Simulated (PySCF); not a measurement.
Fill in the blanks.

MeOCH2CF3, C3H5F3O.
Atom-mapped SMILES: `[CH3:1][O:2][CH2:3][C:4]([F:5])([F:6])[F:7]` (hydrogens: H8, H9, H10 on C1; H11, H12 on C3)

Conformer (atom-mapped SMILES and torsion angles): `[CH3:1][O:2][CH2:3][C:4]([F:5])([F:6])[F:7]`: C1–O2–C3–C4 -76°, O2–C3–C4–F5 -169°.

```json
{"property": "point group", "level": "PBE0-D3(BJ)/def2-SVP", "value": "C1"}
{"property": "rotational constants A, B, C", "level": "PBE0-D3(BJ)/def2-SVP", "value": "4.604, 1.867, 1.788 GHz"}
{"property": "dipole moment", "level": "B3LYP/def2-SVPD", "value": "2.03 D"}
{"property": "HOMO energy", "level": "B3LYP/def2-SVPD", "value": "-8.01 eV"}
{"property": "LUMO energy", "level": "B3LYP/def2-SVPD", "value": "?"}
{"property": "lowest singlet excitation", "level": "TDDFT B3LYP/def2-SVPD", "value": "7.28 eV (170 nm, f = 0.019)"}
{"property": "strongest line among the 10 lowest singlet transitions", "level": "TDDFT B3LYP/def2-SVPD", "value": "S4 at 8.48 eV (146 nm, f = 0.034)"}
{"property": "lowest triplet excitation (Tamm–Dancoff)", "level": "TDA B3LYP/def2-SVPD", "value": "7.11 eV"}
{"property": "static isotropic polarisability", "level": "B3LYP/def2-SVPD", "value": "46.1 au"}
{"property": "vertical ionisation energy", "level": "ΔSCF B3LYP/def2-SVPD", "value": "?"}
{"property": "electronic spatial extent ⟨r²⟩ about the centre of nuclear charge", "level": "B3LYP/def2-SVPD", "value": "?"}
{"property": "13C chemical shifts (computed TMS as zero) by class", "level": "GIAO B97-2/pcSseg-2", "value": "?"}
{"property": "1H chemical shifts (computed TMS as zero) by class", "level": "GIAO B97-2/pcSseg-2", "value": "3.59 (H11/H12), 3.45 (H8/H9/H10) ppm"}
{"property": "isotropic shieldings of nuclei other than C and H, by class", "level": "GIAO B97-2/pcSseg-2", "value": "321 (O2), 262 (F5/F6/F7) ppm"}
{"property": "largest of the computed one-bond spin–spin couplings (means over like bonds)", "level": "B3LYP/pcJ-1, spin–dipole term left out for some pairs", "value": "?"}
```

The electronic properties come from PySCF, for the isolated species, density fitting. Isolated species at its PBE0-D3(BJ)/def2-SVP geometry (one conformer only). NMR classes are plain means over equivalent atoms (diastereotopic ones count apart unless rotation or inversion swaps them), as if these changed places fast; in this geometry the members of some classes differ.

Problem. Give the 13C chemical shifts (computed TMS as zero) by class.

Solution. 133.3 (C4), 73.0 (C3), 61.3 (C1) ppm.

Problem. Give the largest of the computed one-bond spin–spin couplings (means over like bonds).

Solution. 19F–13C -350.6 (F5–C4 and 2 like it), 13C–1H +148.6 (C3–H11 and 1 like it), 13C–1H +147.4 (C1–H8 and 2 like it), 13C–13C +67.2 (C3–C4), 17O–13C +24.8 (O2–C3), 17O–13C +23.5 (O2–C1) Hz.

Problem. The LUMO energy?

Solution. 0.28 eV.

Problem. What is the vertical ionisation energy?

Solution. 10.58 eV.

Problem. Give the electronic spatial extent ⟨r²⟩ about the centre of nuclear charge.

Solution. 722 bohr².

In atomic units the dipole is 0.80 e·bohr (1 au = 2.5417 D). The rotational constants make it an asymmetric top with κ = (2B − A − C)/(A − C) = -0.94, nearer the prolate limit (−1). With B = h/(8π²I), that is 505.379 GHz u Å² over I, the principal moments of inertia are 109.8, 270.7 and 282.7 u Å² (most abundant isotopes); the inertial defect Ic − Ia − Ib is -97.8 u Å² (zero for a rigid planar frame, negative otherwise). The 10 singlets span 7.28 to 9.58 eV, and their oscillator strengths add up to 0.15.
